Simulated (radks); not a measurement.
Results of a calculation; reference values are marked as such.
Coulomb parameter of the 5d shell of the platinum ion Pt3+ in the model configuration [Xe] 4f14 5d6 6s1, as a second difference U = [E(n + 0.25) + E(n - 0.25) - 2 E(n)] / (0.25)^2 with all orbitals relaxed. "Bare": the charge of the atom changes with n. "Screened": the 6s shell takes up the change at fixed total charge, which measures U(5d,5d) + U(6s,6s) - 2 U(5d,6s). Level of theory: Dirac Kohn-Sham, BLYP, spin-unpolarised, spherical densities, point nucleus; open shells are shared between the two j in proportion to 2j + 1 (a radial shooting solver on a logarithmic mesh with Libxc functionals).

| case | configuration | E - E(n) (eV) |
|---|---|---|
| start | [Xe] 4f14 5d6 6s1 | 0.000 |
| bare +0.25 | [Xe] 4f14 5d6.25 6s1 | -9.927 |
| bare -0.25 | [Xe] 4f14 5d5.75 6s1 | 10.781 |
| screened +0.25 | [Xe] 4f14 5d6.25 6s0.75 | -1.824 |
| screened -0.25 | [Xe] 4f14 5d5.75 6s1.25 | 1.912 |

U(bare) = 13.669 eV, U(screened by 6s) = 1.405 eV.
